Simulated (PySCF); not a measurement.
An unknown is described by computed data only.

Formula: C6H5F2N.

* Rotational structure: rotational constants A, B, C: 1.854, 1.305, 0.955 GHz [GFN2-xTB]
* Triplet: lowest triplet excitation (Tamm–Dancoff): 4.52 eV [TDA PBE0/def2-SVPD]
* UV, first state: lowest singlet excitation: 5.77 eV (215 nm, f = 0.001) [TDDFT PBE0/def2-SVPD]
* Polarisability: 77.4 au [PBE0/def2-SVPD]
* Dipole: 3.38 D [PBE0/def2-SVPD]
* 1H NMR: chemical shifts (computed TMS as zero) by class: 5.96 (1 H), 5.65 (2 H), 5.49 (1 H), 5.35 (1 H) ppm [GIAO PBE0/pcSseg-1]
* 13C NMR: chemical shifts (computed TMS as zero) by class: 223.0 (1 C), 119.5 (1 C), 104.0 (1 C), 85.8 (1 C), 84.2 (1 C), 79.4 (1 C) ppm [GIAO PBE0/pcSseg-1]
* UV, strongest line: among the 6 lowest singlet transitions: S3 at 6.76 eV (183 nm, f = 0.137) [TDDFT PBE0/def2-SVPD]
* NMR, other nuclei: isotropic shieldings of nuclei other than C and H, by class: -49 (1 N), 380 (1 F), 416 (1 F) ppm [GIAO PBE0/pcSseg-1]

The electronic properties come from PySCF, for the isolated species, density fitting. Levels stand in brackets. NMR shifts are as computed; neighbouring signals can stand in another order in a measured spectrum. Geometry: GFN2-xTB, one conformer, isolated molecule. Each NMR value is the plain mean over a class of atoms that symmetry, rotation or inversion makes alike.

**Question.** What is the compound? Reason from the data.

**Answer.** Numbering: `[CH2:1]=[C:2]=[C:3]([CH2:4][F:5])[C@@H:6]([F:7])[C:8]#[N:9]`. Its formula, C6H5F2N, gives 4 degrees of unsaturation: 0 rings and 4 π bonds in the structure found. 6 carbons fall into 6 classes; from least to most shielded: central carbon of cumulated double bonds [C2] (223.0 ppm), nitrile carbon [C8] (119.5 ppm), outer carbon of cumulated double bonds [C3] (104.0 ppm), outer carbon of cumulated double bonds [C1] (85.8 ppm), sp3 C–F carbon [C4] (84.2 ppm), sp3 C–F carbon [C6] (79.4 ppm). Hydrogen classes from least to most shielded: 1 H on an sp3 C–F carbon, C6 (5.96 ppm), 2 H on an outer carbon of cumulated double bonds, C1 (5.65 ppm), 1 H on an sp3 C–F carbon, C4 (5.49 ppm), 1 H on an sp3 C–F carbon, C4 (5.35 ppm). The other shieldings belong to: -49 ppm, nitrile nitrogen [N9]; 380 ppm, alkyl fluorine [F7]; 416 ppm, alkyl fluorine [F5]. S1 is mainly HOMO−1→LUMO (weight 0.84); the largest Löwdin shares of the orbital it empties are 0.36 on an outer carbon of cumulated double bonds, 0.33 on the central carbon of cumulated double bonds, 0.07 on an outer carbon of cumulated double bonds and 0.05 on an sp3 C–F carbon, of the orbital it fills 0.26 on the central carbon of cumulated double bonds, 0.17 on an outer carbon of cumulated double bonds, 0.10 on an outer carbon of cumulated double bonds and 0.10 on an sp3 C–F carbon. The optimised geometry has point group C1 and is an asymmetric top. Structure: `C(F)C(=C=C)[C@@H](F)C#N`. Computed isomers that give other values at the same levels: `C#CC(F)(F)CCC#N` (13C chemical shifts (computed TMS as zero) by class: 122.7 (1 C), 117.2 (1 C), 85.5 (1 C), 80.9 (1 C), 42.6 (1 C), 10.5 (1 C) ppm); `FC(F)c1ccccn1` (13C chemical shifts (computed TMS as zero) by class: 161.5 (1 C), 154.5 (1 C), 143.3 (1 C), 130.5 (1 C), 128.1 (1 C), 124.0 (1 C) ppm); `C=CC/C(F)=C(/F)C#N` (13C chemical shifts (computed TMS as zero) by class: 174.6 (1 C), 139.6 (1 C), 131.2 (1 C), 128.4 (1 C), 117.3 (1 C), 40.2 (1 C) ppm). The assignments are read from this structure; whether some other isomer fits the data as well wasn't checked. The mirror image fits equally.

Shape of the structure used: `[CH2:1]=[C:2]=[C:3]([CH2:4][F:5])[C@@H:6]([F:7])[C:8]#[N:9]`: C2–C3–C4–F5 -116°, C2–C3–C6–F7 -103°.
